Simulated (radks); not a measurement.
Spherical quantum dot in the effective-mass picture: electrons in a hard-walled sphere of radius 9.24, with a point charge +1 (a donor) at the centre, all in effective atomic units (hartree* = m*/eps^2 hartree, bohr* = eps/m* bohr), one dielectric constant everywhere. Calculated with a radial shooting solver with Libxc functionals: non-relativistic Kohn-Sham, LDA (Slater exchange, Perdew-Wang correlation), spin-polarised, spherical densities. Levels are named by radial order and angular momentum (1s, 1p, 1d, 2s, ...), and open shells are averaged over m.

N = 19, configuration 1s2 1p6 1d10 2s(up 1, down 0). This is the lowest configuration that the search found. Occupied and some empty levels:

level    occupation  eigenvalue (hartree*)  <r> (bohr*)
1s up             1                 2.3499        5.880
1s down           1                 2.3561        6.744
1p up             3                 2.3805        6.887
1p down           3                 2.3809        6.896
2s up             1                 2.4000        2.639
1d up             5                 2.4260        7.000
1d down           5                 2.4263        7.003
1f up             0                 2.4909        7.105
1f down           0                 2.4911        7.105
2s down           0                 2.5271        2.449
1g up             0                 2.5739        7.201
1g down           0                 2.5741        7.202
2p up             0                 2.7030        4.537
2p down           0                 2.7168        4.729

Energy (hartree*): total 22.0346, kinetic 4.5194, external -3.6228, Hartree 24.689, exchange-correlation -3.5507.

Electron density:

r (bohr*)  n(r) (e/bohr*^3)
0.733               0.06786
1.42                0.01778
2.11               0.005076
2.80               0.001868
3.49               0.001376
4.18               0.002020
4.87               0.003587
5.56               0.006088
6.25               0.009056
6.93                0.01091
7.62               0.009395
8.31               0.004406
9.00              0.0003247
